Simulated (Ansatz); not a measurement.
Ge(SH)2H2 (GeH₄S₂). Charge 0, multiplicity 1. Geometry PBE-D4/def2-TZVP.

```csv
atom,x (Å),y (Å),z (Å)
Ge1,-0.455,0.175,0.433
S2,1.143,-1.338,0.846
H3,2.151,-0.474,0.578
S4,-0.314,1.019,-1.636
H5,-0.417,-0.194,-2.230
H6,-0.333,1.411,1.354
H7,-1.774,-0.599,0.655
```

B3LYP takes the VWN-RPA correlation.

**Question.** Estimate the orbital energies around the gap (eV) in Ansatz with PBE-D4/def2-SVP, PBE-D4/def2-TZVP, B3LYP-D4/def2-TZVP, r2SCAN0-D4/def2-TZVP, ωB97X-V/def2-TZVP.

**Answer.** 
| orbital | PBE-D4/def2-SVP | PBE-D4/def2-TZVP | B3LYP-D4/def2-TZVP | r2SCAN0-D4/def2-TZVP | ωB97X-V/def2-TZVP |
| --- | --- | --- | --- | --- | --- |
| HOMO−5 | -9.63 | -9.76 | -10.89 | -11.40 | -13.60 |
| HOMO−4 | -8.72 | -8.81 | -9.91 | -10.38 | -12.61 |
| HOMO−3 | -8.48 | -8.58 | -9.58 | -10.09 | -12.28 |
| HOMO−2 | -7.84 | -7.97 | -8.91 | -9.39 | -11.47 |
| HOMO−1 | -6.26 | -6.45 | -7.43 | -7.89 | -10.07 |
| HOMO | -5.96 | -6.14 | -7.10 | -7.54 | -9.69 |
| LUMO | -1.16 | -1.58 | -0.94 | -0.52 | 1.45 |
| LUMO+1 | -0.29 | -0.55 | 0.02 | 0.51 | 2.30 |
| LUMO+2 | -0.07 | -0.55 | 0.05 | 0.56 | 2.34 |
| LUMO+3 | 0.27 | -0.12 | 0.60 | 1.06 | 3.05 |
| LUMO+4 | 0.67 | 0.28 | 0.92 | 1.44 | 3.33 |
| LUMO+5 | 1.03 | 0.56 | 1.22 | 1.64 | 3.51 |
